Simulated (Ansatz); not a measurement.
Cartesian coordinates in Å:
```
F -1.322 -0.807 0.971
Ga -0.066 -0.040 0.048
Br 1.062 -1.297 -1.438
Br 0.325 2.144 0.419
```

Charge 0, multiplicity 1.

List the PBE0/def2-TZVPP orbital energies in eV (Ansatz 0.2.0). (An estimate is asked.)

Computed: Occupied: -13150.78, -13150.78, -10149.20, -1705.68, -1705.68, -1536.23, -1536.23, -1536.17, -1536.17, -1536.16, -1536.16, -1254.95, -1111.15, -1111.04, -1111.02, -673.45, -239.50, -239.50, -179.86, -179.86, -179.68, -179.68, -179.65, -179.65, -153.37, -106.37, -106.15, -106.09, -73.36, -73.36, -73.31, -73.31, -73.29, -73.29, -73.14, -73.14, -73.14, -73.14, -32.38, -25.54, -25.39, -25.37, -25.34, -25.10, -22.14, -21.84, -13.94, -11.87, -11.74, -11.72, -10.36, -9.59, -9.34, -9.19, -9.01. Lowest empty: -2.18, -1.48, 1.20, 1.83, 2.66, 4.01, 4.44, 4.55.
